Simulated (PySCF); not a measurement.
Vibration and rotation of PbCl

UHF-CCSD(T) constants of PbCl, ²Π (doublet), unpaired electrons π ↑ (PySCF, scalar-relativistic core potentials, basis sets Pb def2-SVPD with ECP60, Cl def2-SVPD; masses 207.9766 and 34.9689 u):

* ωe: 301.1 cm⁻¹
* ωexe: 0.884 cm⁻¹
* Be: 0.087397 cm⁻¹
* αe: 0.000349 cm⁻¹
* De to Pb + Cl: 3.44 eV

Task: What force constant and bond length do these constants imply?

Result: Reduced mass μred = 29.936 u; k = 5.8918×10⁻⁷·μred·ωe² (u, cm⁻¹, mdyn/Å) = 1.60 mdyn/Å; Re = √(16.8576/(μred·Be)) (u, cm⁻¹, Å) = 2.538 Å.

Task: Estimate the centrifugal constant D from the Kratzer relation and find the Dunham coefficient a1.

Result: D = 4Be³/ωe² = 2.95e-08 cm⁻¹; a1 = −1 − αeωe/(6Be²) = -3.29.

Correlated steps freeze 9 core orbitals. Correlated levels converge slowly with the basis: in double zeta they bind strong bonds too weakly, by up to about 1 eV, and carry superposition errors of some tenths. Spin–orbit coupling is left out, which matters for elements this heavy, above all for dissociation energies. The state was picked by a PBE0 search and need not be the measured ground state.
